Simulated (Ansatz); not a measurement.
`CB(C)[SiH2]F` + H₂S → `CB(C)S` + `F[SiH3]` at 298.15 K and 1 bar (cleavage of the B–Si bond).

Computed with Ansatz on PBE0-D4/def2-TZVP structures; ΔE is electronic, products minus reactants. CCSD(T)/CBS adds triple-zeta CCSD(T) − MP2 to the extrapolated MP2 energy (def2 sets, frozen cores). This one scheme is used for every species. Each species was taken in one conformer, which may not be the lowest.

```tsv
species	CCSD(T)/CBS energy (Eh)	H − E (kJ/mol)	S (J/(mol·K))
`CB(C)[SiH2]F`	-494.64628	276.9	371.0
H₂S	-398.97279	49.9	205.7
`CB(C)S`	-502.93918	248.5	328.9
`F[SiH3]`	-390.72345	82.7	238.5
```

H − E and S are ideal-gas, rigid-rotor, harmonic terms from PBE0-D4/def2-TZVP, for one conformer and one mirror image of each species. 1 Eh = 2625.50 kJ/mol, R = 8.31446 J/(mol·K).

**Question.** By hand: ΔE, ΔH, ΔS and ΔG.

**Answer.** ΔE = (-502.93918) + (-390.72345) − (-494.64628) − (-398.97279) = -0.04356 Eh = -114.4 kJ/mol. Δ(H − E) = 248.5 + 82.7 − 276.9 − 49.9 = 4.4, so ΔH = -110.0 kJ/mol. ΔS = 328.9 + 238.5 − 371.0 − 205.7 = -9.3 J/(mol·K). ΔG = -110.0 − 298.15 × (-9.3)/1000 = -107.2 kJ/mol.

**Question.** By hand: the equilibrium constant, and the temperature at which ΔG would vanish if ΔH and ΔS stayed fixed.

**Answer.** log₁₀ K = −ΔG/(RT ln 10) = 18.8. ΔG = 0 at ΔH/ΔS = 11828 K, far beyond where these terms or the molecules hold.

The number of gas molecules stays the same, so ΔS is small and ΔH decides. A doubt of 5 kJ/mol in ΔE shifts log₁₀ K by 0.9 here. Other conformers and mirror images would add mixing entropy, several J/(mol·K) or more a flexible species. Modes under 60 cm⁻¹, often nearly free rotors, make the harmonic entropy too high. These are equilibria of isolated gas molecules and say nothing of rates. Largest T1 diagnostic: 0.012 (customary marks: 0.02 for closed shells, 0.045 for open ones).
